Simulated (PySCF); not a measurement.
Simulated absorption spectrum

Species: C5H8F2O.
Z-matrix (Å and degrees, PBE0-D3(BJ)/def2-SVP geometry), rows numbered from 1:
```
F 
C   1  1.3674
F   2  1.3576  1  106.31
C   2  1.5124  1  108.78  3  -118.95
C   4  1.5243  2  109.79  1   -70.21
O   5  1.4030  4  111.47  2   -54.89
C   6  1.4028  5  112.22  4    61.71
C   2  1.5122  1  108.82  3   118.92
H   4  1.1003  2  108.12  1   169.62
H   4  1.1005  2  108.88  1    52.04
H   5  1.0991  4  110.72  2  -173.97
H   5  1.1086  4  109.31  2    67.38
H   7  1.1086  6  110.38  5    59.87
H   7  1.0992  6  107.11  5   176.98
H   8  1.1003  2  108.12  1  -169.73
H   8  1.1006  2  108.89  1   -52.11
```

Level of theory: TDDFT wB97X-D/def2-SVPD, vertical, gas phase, core orbitals frozen in the response in PySCF 2.14.0, density-fitted response routines.

Computed states:

```csv
state,E (eV),f
S1,7.80,0.0019
S2,8.54,0.080
S3,8.73,0.028
S4,8.87,0.0089
S5,9.11,0.0008
S6,9.34,0.021
```

Broadening: Gaussians 0.25 eV wide at half height, area fixed by f = 4.319×10⁻⁹ ∫ε dν̃. The width is an assumption, not a result. The curve ends short of the highest state used, and states not computed would add to its high-energy end.

(1) Give the broadened spectrum and its maxima.

(2) Coming from long wavelengths, where does ε first pass 100 L mol⁻¹ cm⁻¹?

Answers

(1) 
```tsv
E (eV)	ε (L mol⁻¹ cm⁻¹)
7.42	0
7.46	1
7.50	4
7.53	9
7.57	22
7.61	45
7.65	80
7.68	114
7.72	160
7.76	195
7.80	206
7.83	196
7.87	161
7.91	115
7.95	72
7.99	39
8.02	22
8.06	10
8.10	5
8.14	10
8.17	24
8.21	79
8.25	234
8.29	599
8.32	1106
8.36	2214
8.40	3851
8.44	5829
8.47	7272
8.51	8703
8.55	9208
8.59	8761
8.63	7706
8.66	6796
8.70	5687
8.74	4777
```

Maxima: 159 nm (7.80 eV), ε about 210, made up of S1 (100%); 145 nm (8.55 eV), ε about 9200, made up of S2 (93%) (ε in L mol⁻¹ cm⁻¹; maxima over ε = 5, shares over 10%).

(2) At about 162 nm (7.67 eV), 0.13 eV below S1.

Time: 35 s wall; peak memory 1.0 GiB. Hardware: AMD EPYC 9R14, one thread, no GPU, shared host with 96 logical CPUs at a one-minute load of 22.

One conformer stands for the species.
